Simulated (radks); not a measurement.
Values are calculated unless marked as measured or tabulated.
Q: All-electron atom: Kr III in [Ar] 3d8.5 4s2 4p5.5 (fractional occupations, a model configuration). Code: a radial shooting solver on a logarithmic mesh with Libxc functionals. Model: Dirac Kohn-Sham, PBEsol, spin-unpolarised, spherical densities, finite nucleus; open shells fill j = l - 1/2 first; Fermi nuclear charge, rms radius 4.1884 fm. Some entries of the table are withheld. Estimate them.

orbital,occ.,eigenvalue (hartree),r(max) (bohr),<1/r> (bohr^-1)
1s1/2,2,-521.6440,0.02709,36.75
2s1/2,2,-70.43577,0.1544,8.224
2p1/2,2,-63.85377,0.1212,8.193
2p3/2,4,-61.87882,0.1245,7.908
3s1/2,2,-11.40170,0.4645,2.750
3p1/2,2,-9.07669,0.4538,2.643
3p3/2,4,-8.77461,0.4623,2.575
3d3/2,4,(1),0.4017,(2)
3d5/2,4.5,(3),0.4042,(4)
4s1/2,2,-1.86331,1.261,0.9420
4p1/2,2,-1.28790,1.385,0.8258
4p3/2,3.5,-1.25271,1.409,0.8087

A: 
(1) 3d3/2 eigenvalue (hartree): -4.73343
(2) 3d3/2 <1/r> (bohr^-1): 2.356
(3) 3d5/2 eigenvalue (hartree): -4.68186
(4) 3d5/2 <1/r> (bohr^-1): 2.339
